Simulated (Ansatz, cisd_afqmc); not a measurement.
Species: BiBr2, charge 1, singlet. BiBr2+ (SMILES [Br][Bi+][Br]).
B3LYP-D3(BJ)/def2-TZVP minimum from Ansatz (a program for electronic structure):
```xyz
3

Bi     0.6344     0.3168     0.1877
Br    -1.1065     1.0721    -1.4686
Br    -0.3980    -1.8234     1.0235
```
Charge +1, spin multiplicity 1.

Total energies in def2-SVP, 18 correlated electrons, 37 frozen orbitals. Radicals and triplets start from unrestricted determinants; spin-orbit coupling is neglected. Cores are frozen in correlated methods (noble-gas shells, and filled d and f shells in the p block). Past Kr the def2 sets carry scalar-relativistic core potentials. AFQMC/CISD: phaseless, guided by CISD from CCSD amplitudes; bars are statistical, one sigma. Outlying blocks are dropped, and bars are widened where a walk drifts. Over all cases where full CI ran beside it in this data, AFQMC minus full CI had a median of +0.1 mEh and passed +0.4 mEh in a tenth of the cases. Spin-orbit terms, left out, reach several kcal/mol for Br and I, and more for heavier atoms. The spin of BiBr2+ ([Br][Bi+][Br], singlet) was assumed, and the state is the lowest solution found for it.

| method | program | energy (Eh) | minus CCSDT(Q) (mEh) |
|---|---|---|---|
| HF | Ansatz | -5357.55418 | 348.69 |
| MP2 | Ansatz | -5357.86229 | 40.58 |
| CCSD | Ansatz | -5357.88744 | 15.43 |
| CCSD(T) | Ansatz | -5357.90031 | 2.56 |
| CCSDT(Q) | Ansatz | -5357.90287 | 0.00 |
| AFQMC/CISD | cisd_afqmc | -5357.9028 ± 0.0004 | 0.1 ± 0.4 |

Rough core times of Ansatz's runs on a shared machine: CCSD(T) under 20 s, CCSDT(Q) 2 min.
